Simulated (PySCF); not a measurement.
Correlation energy of Cl²⁺ (chlorine, charge +2)

[Ne] 3s2 3p3, high-spin 4S determinant. Calculation: PySCF 2.14, in aug-cc-pVDZ-DK (5s4p2d, 27 functions); the spin-free X2C one-electron Hamiltonian (Gaussian nucleus). Frozen: [Ne]; 5 electrons correlated.

MP2 pair energies summed by pair of shells (mhartree):

```csv
pair,energy,share (%)
3s-3p,-47.14,65.8
3p-3p,-17.33,24.2
3s-3s,-7.21,10.1
```

Total MP2 correlation energy: -71.69 mhartree.

Same-spin part -18.80 and opposite-spin part -52.88 mhartree; SCS-MP2 scales them by 1/3 and 6/5 to -69.72 mhartree.

```tsv
level	correlation energy (mhartree)
CCSD	-90.53
(T)	-0.94
CCSD(T)	-91.47
```

Diagnostics: T1 = 0.0015, D1 = 0.0045, largest double amplitude 0.053.

**Question.** Is a single reference adequate?

**Answer.** Yes: T1 lies below 0.03 and no double amplitude reaches 0.07.
